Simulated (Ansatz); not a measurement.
Input for Ansatz (a program for electronic structure): R-PBE/def2-TZVPP on H4SSiTe (SMILES [SiH3][Te]S), a point of a torsion scan. Elements past Kr take the def2 small-core potentials; no spin–orbit coupling.

Ansatz 0.2 input:
```yaml
crystal:
  periodic: [false, false, false]
  atoms:
    - {symbol: Si, position_ang: [-1.36412847, 0.00215228, -0.00951152]}
    - {symbol: Te, position_ang: [0.55127810, 1.61203830, -0.25226136]}
    - {symbol: S, position_ang: [0.12154241, 2.09231388, -2.57020995]}
    - {symbol: H, position_ang: [-1.22090381, -1.12421217, -0.92870784]}
    - {symbol: H, position_ang: [-2.64750178, 0.65567435, -0.24234916]}
    - {symbol: H, position_ang: [-1.24820135, -0.44486321, 1.37123533]}
    - {symbol: H, position_ang: [0.99618794, 1.24974375, -3.10046184]}
basis:
  gaussian:
    orbitals: def2-TZVPP
hamiltonian:
  xc: {name: PBE}
scf: {lower_state_search: off}
```

Output:

```
WARN ansatz: RAYON_NUM_THREADS=2 ignored (pool sized by the plan → 2); use --threads N
Functional definition: PBE
these checks for a lower state are left out or cut short: stability, starts, cluster_reference, orbital_swaps, neighbouring_geometries, increment
integrals: 0.12 GiB planned
1194 factors; their error is unknown
mean field: 0.72 GiB planned
mean field evaluation 1: about -26062.0346 eV, gradient 2.3e1 eV
mean field evaluation 2: about -26059.7050 eV, gradient 3.7e1 eV
mean field evaluation 4: about -26063.9137 eV, gradient 3.2e0 eV
mean field evaluation 8: about -26063.9381 eV, gradient 8.6e-2 eV
mean field evaluation 16: about -26063.7952 eV, gradient 4.3e-4 eV
mean field -26063.79521283 eV, -957.8268073967 hartree, gradient 2.5e-6 eV, S^2 0.000000; 0 other end points of the search recorded, 0 dependent functions left out
reference -26063.79525282 eV, -957.8268088660 hartree; 29, 29 occupied and 161, 161 virtual orbitals, 1194 factors
Total energy: -26063.79525282 eV, -957.8268088660 hartree
Checks for a lower state left out: stability, starts, cluster_reference, orbital_swaps, neighbouring_geometries, increment
```

The calculation finished and met its thresholds.

Cost: around 2.4 core-seconds (rough).
